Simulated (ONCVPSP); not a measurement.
# Before and after: ONCV potential for Sr (Z = 38)

strontium (Sr), optimised norm-conserving Vanderbilt (ONCV), made with ONCVPSP 4.0.1 (LDA (Perdew-Wang 92), non-relativistic). Core [Ar] 3d10, reference 4s2 4p6 5s1.75 5p0.25. Waves: 4s+5s: rc 2.05 bohr, ncon 4, nbas 8, qcut 4.7 1/bohr, 2 projectors; 4p+5p: rc 2.75 bohr, ncon 4, nbas 7, qcut 5.6 1/bohr, 3 projectors, debl 0.6 Ha; d scattering state at 0.22 Ha: rc 2.55 bohr, ncon 3, nbas 7, qcut 4.1 1/bohr, 2 projectors, debl 1.7 Ha. Local part: polynomial inside 1.85 bohr (lpopt 5, dvloc0 3 Ha). Core correction: Teter function, fcfact 4.75, rcfact 1.

In the d channel the program set the typed energies aside and used 0.050, 1.750 Ha.

All-electron outer shells of the reference configuration (LDA (PZ), non-relativistic, ld1.x):

```tsv
shell	level (eV)	outermost node (bohr)	outermost maximum (bohr)
3d	-131.30	–	0.38
4s	-39.91	0.61	1.21
4p	-23.28	0.62	1.33
5s	-3.76	1.68	3.67
5p	-1.52	1.96	4.83
```

Change: local potential polynomial inside 1.85 bohr (lpopt 5, dvloc0 4.5 Ha).

Cutoffs: the cutoffs (Ha) at which the residual kinetic energy of the hardest occupied pseudo-wave falls to 1 and 0.1 mHa per electron; they do not see the model core or the augmentation charge, which bear on the density cutoff. Errors are all-electron minus pseudo energies relative to the spin-unpolarised reference configuration.

**Question.** Predict the effect on cutoff, ghosts and configuration errors.

**Answer.** The potential gets neither clearly harder nor softer (9.0 Ha and 15 Ha → 9.0 Ha and 15 Ha); the errors of the 4 common tests hardly move; the range in which the p phases agree narrows (upper end at the end of the scan → 2.8); neither file shows a bound ghost.

```csv
quantity,base,changed
"cutoff, loose",9.0 Ha,9.0 Ha
"cutoff, tight",15 Ha,15 Ha
bound ghosts,none,none
GHOST(+) flags under 300 eV,none,p at 87.5 eV
"error for 4s2 4p6 5s2 5p0, meV [ΔE -0.56 eV]",0.0,0.0
"error for 4s2 4p6 5s1 5p0, meV [ΔE 5.41 eV]",-0.1,-0.1
"error for 4s2 4p6 5s0 5p0, meV [ΔE 16.41 eV]",-1.3,-1.2
"error for 4s2 4p6 4d0.5 5s1.5 5p0, meV [ΔE 0.44 eV]",+0.7,+0.7
s: phases at 2.08 bohr within 0.05 rad from the reference energy up to (Ha; the scan ends near 5),to the end of the scan,to the end of the scan
p: phases at 2.79 bohr within 0.05 rad from the reference energy up to (Ha; the scan ends near 5),to the end of the scan,2.8
d: phases at 2.59 bohr within 0.05 rad from the reference energy up to (Ha; the scan ends near 5),4.8,4.8
"rms error of d²Exc/dni dnj with the model core, mHa",1.55,1.55
```
